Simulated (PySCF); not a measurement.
H₅Si₂, SMILES [SiH2][SiH3] (connectivity only; charge and spin as stated), charge +1, multiplicity 1. Coordinates come from a r2SCAN-D4/def2-TZVP optimisation. The spin state was assumed, not searched. The isomer is the one that the SMILES or the coordinates give; other isomers of the formula were not compared.

PySCF with TDA-LC-ωPBE/def2-SVPD puts the lowest singlet excitations at 4.03, 5.34, 6.43, 6.44, 8.34, 8.84 eV.

Problem. What are the lowest excitation roots from ADC(2)/aug-cc-pVDZ (PySCF)? (The exact figures need the calculation; the answer reports its results.)

Solution. 4.07, 5.59, 6.29, 6.54, 8.49, 8.81 eV. S1 differs by 0.04 eV (second minus first; roots are paired by order, and the bases may differ).
